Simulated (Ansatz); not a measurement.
Mulliken charges of `F[Si]1(Cl)[CH2][AlH]1` from ωB97M-V/def2-TZVPP in Ansatz (PBE0-D4/def2-TZVP geometry).

```json
{"atom": "F1", "x (Å)": "0.400", "y (Å)": "-1.069", "z (Å)": "2.206", "charge (e)": "-0.295"}
{"atom": "Si2", "x (Å)": "0.435", "y (Å)": "-0.812", "z (Å)": "0.631", "charge (e)": "0.503"}
{"atom": "Cl3", "x (Å)": "2.271", "y (Å)": "-1.468", "z (Å)": "-0.030", "charge (e)": "-0.218"}
{"atom": "C4", "x (Å)": "0.074", "y (Å)": "0.903", "z (Å)": "0.002", "charge (e)": "-0.421"}
{"atom": "Al5", "x (Å)": "-1.082", "y (Å)": "-0.307", "z (Å)": "-1.053", "charge (e)": "0.241"}
{"atom": "H6", "x (Å)": "-0.702", "y (Å)": "1.315", "z (Å)": "0.678", "charge (e)": "0.129"}
{"atom": "H7", "x (Å)": "0.800", "y (Å)": "1.682", "z (Å)": "-0.229", "charge (e)": "0.118"}
{"atom": "H8", "x (Å)": "-2.104", "y (Å)": "-0.302", "z (Å)": "-2.260", "charge (e)": "-0.057"}
```

Question: By hand: the dipole of these point charges (1 e Å = 4.8032 D).

Answer: Σ q r = (-0.562, 0.158, -0.392) e Å, of length 0.703 e Å = 3.38 D.

Question: How does the dipole of the full density compare? (An estimate is asked.)

Answer: The calculation gave: (-0.432, 0.259, -0.365) e Å, 2.99 D; the point charges give 1.13 times that, at 13° from its direction.

Point charges leave out the atoms' own dipoles, such as those of lone pairs, and Mulliken's split depends on the basis, so the close match here is no proof of good charges.
